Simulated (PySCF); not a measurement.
Which determinant of CaCl lies lowest?

Unrestricted PBE0; PySCF, no relativity, basis sets Ca 6-31G(d,p), Cl 6-31G(d,p). Outer shells of the fragments: Ca 4s2; Cl 3s2 3p5.

Followed along the bond (rough minima from three points):

```tsv
2Ms+1	unpaired	⟨S²⟩ at the start	R at minimum (Å)	Te (eV)
2	σ ↑	0.75	2.44	0.00
2	π ↑	0.75	2.45	1.64
4	σ ↑, π ↑↑	3.75	none in the scan	≤ 6.08
```

Solutions found at the starting distance of 2.560 Å, counted from the lowest of them; the search is not exhaustive and high or unbound solutions are not listed, so other states can lie among these:

| 2Ms+1 | unpaired | term | E (eV) | ⟨S²⟩ | ⟨Lz²⟩ | μ (D) |
| --- | --- | --- | --- | --- | --- | --- |
| 2 | σ ↑ | ²Σ⁺ | 0.00 | 0.75 | 0.00 | -4.97 |
| 2 | π ↑ | ²Π | 1.63 | 0.75 | 1.00 | -4.82 |
| 2 | δ ↑ | ²Δ | 1.95 | 0.75 | 4.00 | -8.84 |
| 4 | σ ↑, π ↑↑ | mixed | 6.25 | 3.75 | 2.02 | 3.73 |
| 4 | σ ↑, π ↑↑ | mixed | 6.30 | 3.75 | 2.01 | 4.36 |
| 4 | σ ↑↑, π ↑ | ⁴Π | 6.34 | 3.75 | 1.08 | 5.52 |

A term symbol is given only where ⟨S²⟩ and ⟨Lz²⟩ are close to those of a pure state; real π, δ and φ orbitals otherwise mix terms. A positive dipole means Ca(−)Cl(+).

Counting both spins, an empty level lies below a filled one in some of these solutions, because spin and occupation are held.
